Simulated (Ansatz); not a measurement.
Reaction (substitution at a C–Al bond): `[CH3][Al]([CH3])[N]=C=O` + `OC1N[SiH2]1` → `CN1[SiH2]C1O` + `[CH3][AlH][N]=C=O`

Gas-phase electronic energies from Ansatz, PBE0-D4/def2-TZVP geometries. CBS: MP2 limit from def2 TZ/QZ plus the TZ coupled-cluster correction, frozen cores. Functionals use def2-TZVPP. B3LYP here is the variant with VWN-RPA as its local correlation; programs differ in this. One conformer a species, not always the lowest.

Is it downhill or uphill in electronic energy at CCSD(T)/CBS, and by how much? (Best estimate.)

The calculation gave: Uphill: ΔE = +0.69 eV.

What do these levels give: r2SCAN-D4, B3LYP-D4, PBE, HF/def2-TZVPP, HF/def2-QZVPP, CCSD/CBS(def2)? (An estimate is asked.)

The calculation gave: r2SCAN-D4 0.68, B3LYP-D4 0.62, PBE 0.64, HF/def2-TZVPP 0.59, HF/def2-QZVPP 0.59, CCSD/CBS(def2) 0.69 eV.

Largest T1 diagnostic among the species: 0.015.

In def2-TZVPP, CCSD(T) changes the Hartree–Fock value by +0.07 eV (the triples alone add −0.00 eV) and MP2 by +0.08 eV.
